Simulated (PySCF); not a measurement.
Excitations are Tamm–Dancoff values on a coarser integration grid. The basis has no diffuse functions, so Rydberg states are missing or too high.

Z-matrix (Å, degrees):
```
C
H 1 1.1019
H 1 1.1035 2 106.15
C 1 1.5332 2 109.47 3 118.84
H 4 1.1032 1 110.99 2 -177.00
H 4 1.1049 5 106.03 1 119.63
C 1 1.5396 2 108.27 3 -116.32
H 7 1.1039 1 108.49 2 -64.93
C 7 1.5211 8 104.79 1 -117.67
F 9 1.3462 7 111.77 8 -60.82
F 9 1.3468 10 106.94 7 -122.57
F 9 1.3478 10 107.11 11 -114.57
C 7 1.5304 8 109.16 9 -118.19
H 13 1.0986 7 110.60 8 -60.04
H 13 1.0990 14 107.95 7 -121.78
H 13 1.1012 14 108.23 15 -116.88
Si 4 1.8934 5 107.53 6 115.34
H 17 1.4925 4 110.20 5 -56.44
H 17 1.4932 18 108.87 4 121.11
H 17 1.4933 18 108.81 19 118.01
```
Charge 0, multiplicity 1.

Problem. Estimate the S1 excitation (TDA), T1 excitation (TDA), HOMO–LUMO gap, total energy and HOMO that PySCF 2.14.0 with PBE-D3(BJ)/def2-TZVP // B3LYP-D3(BJ)/def2-SVP returns for this input.

Solution. 
* **S1 excitation (TDA)**: 7.39 eV
* **T1 excitation (TDA)**: 6.95 eV
* **HOMO–LUMO gap**: 7.18 eV
* **total energy**: -785.7174 Ha
* **HOMO**: -7.50 eV
